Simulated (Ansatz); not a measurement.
Basis-set series for C2H7InS (`[CH3][In]([CH3])[SH]`). Charge 0, multiplicity 1. In: def2 effective core potential. All single points use the PBE0-D4/def2-TZVP geometry. It is one conformer, not always the lowest.

```
functional       basis  functions  energy (Eh)  HOMO (eV)  LUMO (eV)
   PBE0-D4    def2-SVP        107   -668.35405      -6.89      -0.84
   PBE0-D4  def2-TZVPP        252   -668.59338      -7.04      -0.95
   ωB97M-V    def2-SVP        107   -668.45105      -9.05       0.73
   ωB97M-V  def2-TZVPP        252   -668.69633      -9.24       0.47
```

**Question.** Give the rows for def2-QZVPP. (Best estimate.)

**Answer.** Computed: 
```csv
functional,basis,functions,energy (Eh),HOMO (eV),LUMO (eV)
PBE0-D4,def2-QZVPP,476,-668.61205,-7.06,-0.98
ωB97M-V,def2-QZVPP,476,-668.71449,-9.27,0.38
```

Positive LUMOs are unbound and depend on the basis.
